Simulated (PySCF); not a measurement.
ZrOCl2, SMILES [O]=[Zr]([Cl])[Cl], multiplicity 1.

Coordinates come from a PBE-D3(BJ)/def2-SVP optimisation. The multiplicity is an assumed one; other spin states were not compared. The def2 effective core potentials stand for the cores of Zr; spin–orbit coupling is left out.

Calculation: PySCF with PBE-D3(BJ)/def2-SVP.

Frequencies are harmonic and unscaled.

```csv
mode,ν (cm⁻¹),IR (km/mol),moving atoms (share of kinetic energy)
1,64,28.7,"Cl 56 %, Zr 32 %, O 11 %"
2,115,16.3,"Cl 41 %, O 36 %, Zr 23 %"
3,186,2.8,"O 74 %, Cl 23 %"
4,364,25.9,"Cl 83 %, Zr 16 %"
5,411,107.8,"Cl 56 %, Zr 42 %"
6,948,159.6,"O 85 %, Zr 15 %"
```
